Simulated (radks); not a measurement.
Question: The antimony anion Sb3-, [Xe], held by a Watson sphere: a shell of charge +3 at radius R that stands for the Madelung well of a crystal (potential energy -3/R inside, -3/r outside, in hartree with lengths in bohr). Calculated with a radial shooting solver on a logarithmic mesh with Libxc functionals: scalar-relativistic Kohn-Sham, LDA (Slater exchange, Perdew-Wang correlation), spin-polarised, spherical densities, point nucleus. Response by self-consistent Sternheimer equations with the Hartree and adiabatic LDA kernel, the relativistic mass of each level held fixed and spin-orbit coupling left out. The sphere does not respond.

| R (bohr) | e(4d) (eV) | e(5s) (eV) | e(5p) (eV) | <r> 5p (bohr) | sum of <r^2> (bohr^2) | X-ray form factor at sin(theta)/lambda = 0.1 1/angstrom | alpha (bohr^3) |
|---|---|---|---|---|---|---|---|
| 2.45 | -33.550 | -15.384 | -7.284 | 2.734 | 83.93 | 48.942 | 47.17 |
| 3.35 | -31.518 | -12.936 | -5.858 | 3.090 | 99.95 | 48.360 | 80.87 |
| 5.42 | -30.043 | -10.154 | -3.354 | 3.858 | 142.2 | 47.511 | 283.7 |
| 5.54 | -29.994 | -10.070 | -3.255 | 3.900 | 144.9 | 47.482 | 303.8 |

Estimate the row for R = 3.09 bohr.

Answer: e(4d) (eV) -31.898; e(5s) (eV) -13.548; e(5p) (eV) -6.273; <r> 5p (bohr) 2.987; sum of <r^2> (bohr^2) 95.14; X-ray form factor at sin(theta)/lambda = 0.1 1/angstrom 48.518; alpha (bohr^3) 68.83.
